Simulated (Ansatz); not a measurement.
**Molecular dynamics of GaH7N2O**

Input file:

```yaml
crystal:
  periodic: [false, false, false]
  atoms:
    - { symbol: Ga, position_ang: [0.004667, 0.301295, -0.122441] }
    - { symbol: O, position_ang: [-0.033729, 0.233095, 1.823575] }
    - { symbol: H, position_ang: [-0.723401, -0.15776, 2.342374] }
    - { symbol: "N", position_ang: [1.614364, 0.057666, -0.93413] }
    - { symbol: H, position_ang: [1.767598, -0.653667, -1.621201] }
    - { symbol: H, position_ang: [2.477871, 0.338222, -0.513854] }
    - { symbol: "N", position_ang: [-1.57155, -0.265857, -0.851605] }
    - { symbol: H, position_ang: [-2.456092, -0.097926, -0.413766] }
    - { symbol: H, position_ang: [-1.690026, -0.326605, -1.844291] }
    - { symbol: H, position_ang: [-0.048847, 2.025575, 0.615478] }
    - { symbol: H, position_ang: [-0.101756, 1.408562, 1.414761] }
basis:
  gaussian: { orbitals: def2-SVP }
hamiltonian:
  xc: hf
md:
  timestep: 0.5
  n_steps: 200
  ensemble: nve
  temperature: 100.0
  initial_velocities: maxwell_boltzmann
  seed: 10623
```

Command:

```bash
$ ansatz run input.yaml --threads 2 --pin off --max-ram 3072MiB --backend cpu --events-out ev --progress --plain --runs-dir out
```

It starts at the highest image of a converged band. Of that band: A structure lower than the last end lies on the path between it and the top, so the climb from that side starts below the end, which may itself be a saddle point or a shallow side well. Neighbouring images differ by up to 1.8 eV, so the band resolves the path poorly. A vibrational analysis at the climbing image gives one clearly imaginary mode, 1764i cm⁻¹: a first-order saddle point.

Output, in part (one step line in 4, the closing report, with atoms numbered from 0):

```
md step     0: t =     0.00 fs  T =   100.0 K  F+E_penalty+E_count = -57434.31772747 eV  E_kin = 0.116334 eV  conserved = -57434.20139347 eV  (33 SCF iters)
md step     4: t =     2.00 fs  T =    64.1 K  F+E_penalty+E_count = -57434.27465612 eV  E_kin = 0.074515 eV  conserved = -57434.20014091 eV  (27 SCF iters)
md step     8: t =     4.00 fs  T =    79.7 K  F+E_penalty+E_count = -57434.29393820 eV  E_kin = 0.092663 eV  conserved = -57434.20127499 eV  (26 SCF iters)
md step    12: t =     6.00 fs  T =    41.5 K  F+E_penalty+E_count = -57434.24849302 eV  E_kin = 0.048266 eV  conserved = -57434.20022680 eV  (27 SCF iters)
md step    16: t =     8.00 fs  T =    57.4 K  F+E_penalty+E_count = -57434.26784886 eV  E_kin = 0.066776 eV  conserved = -57434.20107253 eV  (27 SCF iters)
md step    20: t =    10.00 fs  T =    38.2 K  F+E_penalty+E_count = -57434.24493531 eV  E_kin = 0.044491 eV  conserved = -57434.20044471 eV  (26 SCF iters)
md step    24: t =    12.00 fs  T =    48.6 K  F+E_penalty+E_count = -57434.25739599 eV  E_kin = 0.056491 eV  conserved = -57434.20090469 eV  (34 SCF iters)
md step    28: t =    14.00 fs  T =    49.1 K  F+E_penalty+E_count = -57434.25768794 eV  E_kin = 0.057103 eV  conserved = -57434.20058507 eV  (28 SCF iters)
md step    32: t =    16.00 fs  T =    73.3 K  F+E_penalty+E_count = -57434.28570405 eV  E_kin = 0.085303 eV  conserved = -57434.20040123 eV  (27 SCF iters)
md step    36: t =    18.00 fs  T =   157.4 K  F+E_penalty+E_count = -57434.38363580 eV  E_kin = 0.183128 eV  conserved = -57434.20050757 eV  (32 SCF iters)
md step    40: t =    20.00 fs  T =   316.8 K  F+E_penalty+E_count = -57434.56927498 eV  E_kin = 0.368536 eV  conserved = -57434.20073901 eV  (32 SCF iters)
md step    44: t =    22.00 fs  T =   467.0 K  F+E_penalty+E_count = -57434.74553280 eV  E_kin = 0.543313 eV  conserved = -57434.20221983 eV  (31 SCF iters)
md step    48: t =    24.00 fs  T =   602.2 K  F+E_penalty+E_count = -57434.90339077 eV  E_kin = 0.700537 eV  conserved = -57434.20285350 eV  (32 SCF iters)
md step    52: t =    26.00 fs  T =   611.9 K  F+E_penalty+E_count = -57434.91381898 eV  E_kin = 0.711831 eV  conserved = -57434.20198841 eV  (31 SCF iters)
md step    56: t =    28.00 fs  T =   559.6 K  F+E_penalty+E_count = -57434.85058428 eV  E_kin = 0.650970 eV  conserved = -57434.19961418 eV  (32 SCF iters)
md step    60: t =    30.00 fs  T =   746.1 K  F+E_penalty+E_count = -57435.07220587 eV  E_kin = 0.867930 eV  conserved = -57434.20427602 eV  (32 SCF iters)
md step    64: t =    32.00 fs  T =   767.5 K  F+E_penalty+E_count = -57435.09389858 eV  E_kin = 0.892896 eV  conserved = -57434.20100268 eV  (31 SCF iters)
md step    68: t =    34.00 fs  T =   814.0 K  F+E_penalty+E_count = -57435.14958903 eV  E_kin = 0.946930 eV  conserved = -57434.20265882 eV  (31 SCF iters)
md step    72: t =    36.00 fs  T =   701.4 K  F+E_penalty+E_count = -57435.01547019 eV  E_kin = 0.815924 eV  conserved = -57434.19954650 eV  (33 SCF iters)
md step    76: t =    38.00 fs  T =   849.7 K  F+E_penalty+E_count = -57435.19247817 eV  E_kin = 0.988542 eV  conserved = -57434.20393579 eV  (32 SCF iters)
md step    80: t =    40.00 fs  T =   891.5 K  F+E_penalty+E_count = -57435.23752544 eV  E_kin = 1.037080 eV  conserved = -57434.20044565 eV  (32 SCF iters)
md step    84: t =    42.00 fs  T =   995.9 K  F+E_penalty+E_count = -57435.36140379 eV  E_kin = 1.158576 eV  conserved = -57434.20282819 eV  (33 SCF iters)
md step    88: t =    44.00 fs  T =   911.5 K  F+E_penalty+E_count = -57435.26072871 eV  E_kin = 1.060369 eV  conserved = -57434.20035934 eV  (34 SCF iters)
md step    92: t =    46.00 fs  T =   989.1 K  F+E_penalty+E_count = -57435.35470239 eV  E_kin = 1.150662 eV  conserved = -57434.20404064 eV  (33 SCF iters)
md step    96: t =    48.00 fs  T =   948.7 K  F+E_penalty+E_count = -57435.30330925 eV  E_kin = 1.103670 eV  conserved = -57434.19963900 eV  (33 SCF iters)
md step   100: t =    50.00 fs  T =  1069.8 K  F+E_penalty+E_count = -57435.44773980 eV  E_kin = 1.244490 eV  conserved = -57434.20324952 eV  (33 SCF iters)
md step   104: t =    52.00 fs  T =   977.5 K  F+E_penalty+E_count = -57435.33751794 eV  E_kin = 1.137146 eV  conserved = -57434.20037239 eV  (34 SCF iters)
md step   108: t =    54.00 fs  T =  1022.1 K  F+E_penalty+E_count = -57435.39293436 eV  E_kin = 1.189053 eV  conserved = -57434.20388167 eV  (32 SCF iters)
md step   112: t =    56.00 fs  T =   943.3 K  F+E_penalty+E_count = -57435.29688521 eV  E_kin = 1.097348 eV  conserved = -57434.19953690 eV  (31 SCF iters)
md step   116: t =    58.00 fs  T =  1041.0 K  F+E_penalty+E_count = -57435.41381498 eV  E_kin = 1.210979 eV  conserved = -57434.20283567 eV  (32 SCF iters)
md step   120: t =    60.00 fs  T =   982.4 K  F+E_penalty+E_count = -57435.34353697 eV  E_kin = 1.142907 eV  conserved = -57434.20062955 eV  (34 SCF iters)
md step   124: t =    62.00 fs  T =  1049.4 K  F+E_penalty+E_count = -57435.42456604 eV  E_kin = 1.220857 eV  conserved = -57434.20370937 eV  (34 SCF iters)
md step   128: t =    64.00 fs  T =   997.3 K  F+E_penalty+E_count = -57435.36020555 eV  E_kin = 1.160244 eV  conserved = -57434.19996108 eV  (34 SCF iters)
md step   132: t =    66.00 fs  T =  1095.6 K  F+E_penalty+E_count = -57435.47756676 eV  E_kin = 1.274586 eV  conserved = -57434.20298099 eV  (33 SCF iters)
md step   136: t =    68.00 fs  T =  1046.7 K  F+E_penalty+E_count = -57435.41796285 eV  E_kin = 1.217691 eV  conserved = -57434.20027197 eV  (34 SCF iters)
md step   140: t =    70.00 fs  T =  1174.3 K  F+E_penalty+E_count = -57435.56990960 eV  E_kin = 1.366152 eV  conserved = -57434.20375738 eV  (33 SCF iters)
md step   144: t =    72.00 fs  T =  1136.8 K  F+E_penalty+E_count = -57435.52237872 eV  E_kin = 1.322530 eV  conserved = -57434.19984895 eV  (34 SCF iters)
md step   148: t =    74.00 fs  T =  1199.2 K  F+E_penalty+E_count = -57435.59787939 eV  E_kin = 1.395023 eV  conserved = -57434.20285662 eV  (33 SCF iters)
md step   152: t =    76.00 fs  T =  1113.2 K  F+E_penalty+E_count = -57435.49567654 eV  E_kin = 1.295017 eV  conserved = -57434.20065959 eV  (34 SCF iters)
md step   156: t =    78.00 fs  T =  1149.3 K  F+E_penalty+E_count = -57435.53996045 eV  E_kin = 1.337037 eV  conserved = -57434.20292342 eV  (32 SCF iters)
md step   160: t =    80.00 fs  T =  1127.3 K  F+E_penalty+E_count = -57435.51230205 eV  E_kin = 1.311399 eV  conserved = -57434.20090282 eV  (33 SCF iters)
md step   164: t =    82.00 fs  T =  1137.5 K  F+E_penalty+E_count = -57435.52609614 eV  E_kin = 1.323266 eV  conserved = -57434.20282998 eV  (33 SCF iters)
md step   168: t =    84.00 fs  T =   980.5 K  F+E_penalty+E_count = -57435.34104846 eV  E_kin = 1.140657 eV  conserved = -57434.20039139 eV  (33 SCF iters)
md step   172: t =    86.00 fs  T =   981.1 K  F+E_penalty+E_count = -57435.34398563 eV  E_kin = 1.141347 eV  conserved = -57434.20263847 eV  (33 SCF iters)
md step   176: t =    88.00 fs  T =   976.0 K  F+E_penalty+E_count = -57435.33576353 eV  E_kin = 1.135446 eV  conserved = -57434.20031745 eV  (35 SCF iters)
md step   180: t =    90.00 fs  T =  1073.1 K  F+E_penalty+E_count = -57435.45178551 eV  E_kin = 1.248401 eV  conserved = -57434.20338482 eV  (35 SCF iters)
md step   184: t =    92.00 fs  T =   929.4 K  F+E_penalty+E_count = -57435.28201711 eV  E_kin = 1.081244 eV  conserved = -57434.20077299 eV  (33 SCF iters)
md step   188: t =    94.00 fs  T =   865.6 K  F+E_penalty+E_count = -57435.20954341 eV  E_kin = 1.006981 eV  conserved = -57434.20256260 eV  (33 SCF iters)
md step   192: t =    96.00 fs  T =   820.7 K  F+E_penalty+E_count = -57435.15541484 eV  E_kin = 0.954701 eV  conserved = -57434.20071348 eV  (33 SCF iters)
md step   196: t =    98.00 fs  T =   899.1 K  F+E_penalty+E_count = -57435.24905116 eV  E_kin = 1.045908 eV  conserved = -57434.20314268 eV  (32 SCF iters)
md step   200: t =   100.00 fs  T =   765.8 K  F+E_penalty+E_count = -57435.09183623 eV  E_kin = 0.890926 eV  conserved = -57434.20090992 eV  (35 SCF iters)
Total energy: -57435.09183623 eV, -2110.7006940780 hartree
Atom 0 at     0.006593     0.690348    -0.542949 Å, force     0.551788    -0.796784    -0.197400 eV/Å
Atom 1 at    -0.274488    -0.384849     2.809907 Å, force     2.639656    -0.601941    -1.840789 eV/Å
Atom 2 at    -0.543196    -1.011069     2.115528 Å, force     0.281165     1.045051     1.239689 eV/Å
Atom 3 at     1.479476    -0.470531    -0.610896 Å, force    -0.365352     0.177241    -0.358697 eV/Å
Atom 4 at     1.402356    -1.223801    -1.299065 Å, force     0.053078     0.580813     0.753367 eV/Å
Atom 5 at     2.426494    -0.174224    -0.542674 Å, force     0.418544     0.100708    -0.155762 eV/Å
Atom 6 at    -1.277957    -0.625315    -0.352554 Å, force    -0.760734     1.903746    -0.890779 eV/Å
Atom 7 at    -2.266321    -0.464043    -0.401515 Å, force     0.035814    -0.181289     0.224962 eV/Å
Atom 8 at    -1.050369    -1.373952     0.239072 Å, force     0.147022    -1.002307     0.310934 eV/Å
Atom 9 at     0.033238     2.291982    -0.741905 Å, force    -0.210518    -0.864336     0.205869 eV/Å
Atom 10 at     0.705922    -0.276394     2.615062 Å, force    -2.790462    -0.360904     0.708605 eV/Å
Dipole moment:     0.170524    -0.002142    -0.338500 e Å
```

The run went to its last step. The conserved energy stayed within 0.29 meV per atom of its start (net change 0.044 meV per atom), so the integration is sound. The kinetic energy rose, since the run started high on the potential surface and went downhill. It ends in pieces (GaH5N2 + H2O), so much of that is their flight and rotation, not heat. A run of 0.1 ps of so small a system gives no equilibrium averages. The orbitals stay closed-shell, which can raise the energy where a bond breaks towards radicals; this wasn't checked here.

Between its relaxed ends the band would form Ga1–H10, O2–H11 and break H10–H11. These pairs go: Ga1–H10 1.88 → 1.61 Å, O2–H11 1.25 → 1.01 Å, H10–H11 1.01 → 4.28 Å. In the last frame they stand as after the step (other bonds may differ from the relaxed reactants and products). Also parted: Ga1–O2 1.95 → 3.53 Å, Ga1–H11 1.90 → 3.38 Å. It ends as GaH5N2 + H2O. Pairs count as bonded within 1.25 times the sum of covalent radii (0.12 Å more for H–H).

Last frame:

```xyz
11
Properties=species:S:1:pos:R:3
Ga 0.007 0.690 -0.543
O -0.275 -0.385 2.810
H -0.543 -1.011 2.115
N 1.480 -0.470 -0.611
H 1.402 -1.224 -1.299
H 2.426 -0.174 -0.543
N -1.278 -0.625 -0.353
H -2.266 -0.464 -0.402
H -1.050 -1.374 0.239
H 0.033 2.292 -0.742
H 0.706 -0.276 2.615
```

The run took 5.1 min on 2 threads of Arm Neoverse V1, with other jobs on the host, peak memory 0.23 GiB.
